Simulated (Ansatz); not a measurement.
Ansatz (a first-principles code) input (B3LYP-D3(BJ)/def2-TZVP):

Ansatz 0.2 input:
```yaml
crystal:
  periodic: [false, false, false]
  atoms:
    - {symbol: Sn, position_ang: [0.25472308, 0.15056357, 0.04465241]}
    - {symbol: O, position_ang: [0.04081424, -1.77867820, -0.07388488]}
    - {symbol: H, position_ang: [0.80209141, -2.37699009, 0.01244254]}
    - {symbol: O, position_ang: [-1.52401348, 0.90197804, -0.18611675]}
    - {symbol: H, position_ang: [-1.67265168, 1.86241301, -0.16504987]}
basis:
  gaussian:
    orbitals: def2-TZVP
hamiltonian:
  xc: b3lyp
  dispersion: d3bj
total_charge: 1
magnetization: {spin_polarized: true, initial_magnetization: 1}
phonons: {temperatures: {t_min: 298.15, t_max: 298.15, t_step: 100}}
```

Output:

```
Functional definition: B3LYP
integrals: 0.04 GiB planned
822 factors; their error is unknown
mean field: 0.51 GiB planned
mean field evaluation 1: about -9922.0637 eV, gradient 9.7e1 eV
mean field evaluation 2: about -9699.6053 eV, gradient 2.1e2 eV
mean field evaluation 4: about -9953.7000 eV, gradient 1.2e1 eV
mean field evaluation 8: about -9954.1944 eV, gradient 6.7e-2 eV
mean field evaluation 16: about -9954.2662 eV, gradient 2.3e-4 eV
mean field -9954.26623368 eV, -365.8125368436 hartree, gradient 1.1e-5 eV, S^2 0.760060; 1 other end points of the search recorded, 0 dependent functions left out
the calculation of the forces begins
reference -9954.26643770 eV, -365.8125443412 hartree; 20, 19 occupied and 104, 105 virtual orbitals, 822 factors
these checks for a lower state are left out or cut short: stability, starts, cluster_reference, orbital_swaps, neighbouring_geometries, increment
integrals: 0.04 GiB planned
822 factors; their error is unknown
mean field: 0.51 GiB planned
mean field -9954.26619584 eV, -365.8125354533 hartree, gradient 2.8e-6 eV, S^2 0.760101; 0 other end points of the search recorded, 0 dependent functions left out
the calculation of the forces begins
reference -9954.26639989 eV, -365.8125429517 hartree; 20, 19 occupied and 104, 105 virtual orbitals, 822 factors
these checks for a lower state are left out or cut short: stability, starts, cluster_reference, orbital_swaps, neighbouring_geometries, increment
integrals: 0.04 GiB planned
822 factors; their error is unknown
mean field: 0.51 GiB planned
mean field evaluation 32: about -9954.1944 eV, gradient 2.4e-4 eV
mean field -9954.26618876 eV, -365.8125351931 hartree, gradient 2.8e-6 eV, S^2 0.760019; 0 other end points of the search recorded, 0 dependent functions left out
the calculation of the forces begins
reference -9954.26639276 eV, -365.8125426899 hartree; 20, 19 occupied and 104, 105 virtual orbitals, 822 factors
these checks for a lower state are left out or cut short: stability, starts, cluster_reference, orbital_swaps, neighbouring_geometries, increment
integrals: 0.04 GiB planned
822 factors; their error is unknown
mean field: 0.51 GiB planned
mean field -9954.26614036 eV, -365.8125334145 hartree, gradient 2.5e-6 eV, S^2 0.760048; 0 other end points of the search recorded, 0 dependent functions left out
the calculation of the forces begins
reference -9954.26634438 eV, -365.8125409117 hartree; 20, 19 occupied and 104, 105 virtual orbitals, 822 factors
these checks for a lower state are left out or cut short: stability, starts, cluster_reference, orbital_swaps, neighbouring_geometries, increment
integrals: 0.04 GiB planned
822 factors; their error is unknown
mean field: 0.51 GiB planned
mean field -9954.26612394 eV, -365.8125328109 hartree, gradient 2.5e-6 eV, S^2 0.760072; 0 other end points of the search recorded, 0 dependent functions left out
the calculation of the forces begins
reference -9954.26632797 eV, -365.8125403088 hartree; 20, 19 occupied and 104, 105 virtual orbitals, 822 factors
these checks for a lower state are left out or cut short: stability, starts, cluster_reference, orbital_swaps, neighbouring_geometries, increment
integrals: 0.04 GiB planned
822 factors; their error is unknown
mean field: 0.51 GiB planned
mean field -9954.26618560 eV, -365.8125350769 hartree, gradient 2.8e-6 eV, S^2 0.760094; 0 other end points of the search recorded, 0 dependent functions left out
the calculation of the forces begins
reference -9954.26638964 eV, -365.8125425751 hartree; 20, 19 occupied and 104, 105 virtual orbitals, 822 factors
these checks for a lower state are left out or cut short: stability, starts, cluster_reference, orbital_swaps, neighbouring_geometries, increment
integrals: 0.04 GiB planned
822 factors; their error is unknown
mean field: 0.51 GiB planned
mean field evaluation 64: about -9954.2662 eV, gradient 9.5e-5 eV
mean field -9954.26616443 eV, -365.8125342987 hartree, gradient 2.7e-6 eV, S^2 0.760026; 0 other end points of the search recorded, 0 dependent functions left out
the calculation of the forces begins
reference -9954.26636843 eV, -365.8125417958 hartree; 20, 19 occupied and 104, 105 virtual orbitals, 822 factors
these checks for a lower state are left out or cut short: stability, starts, cluster_reference, orbital_swaps, neighbouring_geometries, increment
integrals: 0.04 GiB planned
822 factors; their error is unknown
mean field: 0.51 GiB planned
mean field -9954.26614188 eV, -365.8125334702 hartree, gradient 2.4e-6 eV, S^2 0.760063; 0 other end points of the search recorded, 0 dependent functions left out
the calculation of the forces begins
reference -9954.26634591 eV, -365.8125409683 hartree; 20, 19 occupied and 104, 105 virtual orbitals, 822 factors
these checks for a lower state are left out or cut short: stability, starts, cluster_reference, orbital_swaps, neighbouring_geometries, increment
integrals: 0.04 GiB planned
822 factors; their error is unknown
mean field: 0.51 GiB planned
mean field -9954.26613599 eV, -365.8125332538 hartree, gradient 2.3e-6 eV, S^2 0.760057; 0 other end points of the search recorded, 0 dependent functions left out
the calculation of the forces begins
reference -9954.26634000 eV, -365.8125407508 hartree; 20, 19 occupied and 104, 105 virtual orbitals, 822 factors
these checks for a lower state are left out or cut short: stability, starts, cluster_reference, orbital_swaps, neighbouring_geometries, increment
integrals: 0.04 GiB planned
822 factors; their error is unknown
mean field: 0.51 GiB planned
mean field -9954.26620881 eV, -365.8125359296 hartree, gradient 2.1e-6 eV, S^2 0.760065; 0 other end points of the search recorded, 0 dependent functions left out
the calculation of the forces begins
reference -9954.26641284 eV, -365.8125434279 hartree; 20, 19 occupied and 104, 105 virtual orbitals, 822 factors
these checks for a lower state are left out or cut short: stability, starts, cluster_reference, orbital_swaps, neighbouring_geometries, increment
integrals: 0.04 GiB planned
822 factors; their error is unknown
mean field: 0.51 GiB planned
mean field -9954.26619449 eV, -365.8125354036 hartree, gradient 2.0e-6 eV, S^2 0.760055; 0 other end points of the search recorded, 0 dependent functions left out
the calculation of the forces begins
reference -9954.26639850 eV, -365.8125429006 hartree; 20, 19 occupied and 104, 105 virtual orbitals, 822 factors
Total energy: -9954.40215715 eV, -365.8175319391 hartree
Atom 0 at     0.254723     0.150564     0.044652 Å, force    -0.000368    -0.000218    -0.000065 eV/Å
Atom 1 at     0.040814    -1.778678    -0.073885 Å, force    -0.000197     0.000804     0.000007 eV/Å
Atom 2 at     0.802091    -2.376990     0.012443 Å, force    -0.000213     0.000322    -0.000017 eV/Å
Atom 3 at    -1.524013     0.901978    -0.186117 Å, force     0.000602    -0.000565     0.000064 eV/Å
Atom 4 at    -1.672652     1.862413    -0.165050 Å, force     0.000176    -0.000344     0.000011 eV/Å
Dipole moment:     0.534481     0.315925     0.093693 e Å
Vibrations: 152.67 260.59 332.41 567.59 579.43 733.80 811.57 3726.37 3734.83 cm⁻¹, zero-point energy 0.675668 eV
```
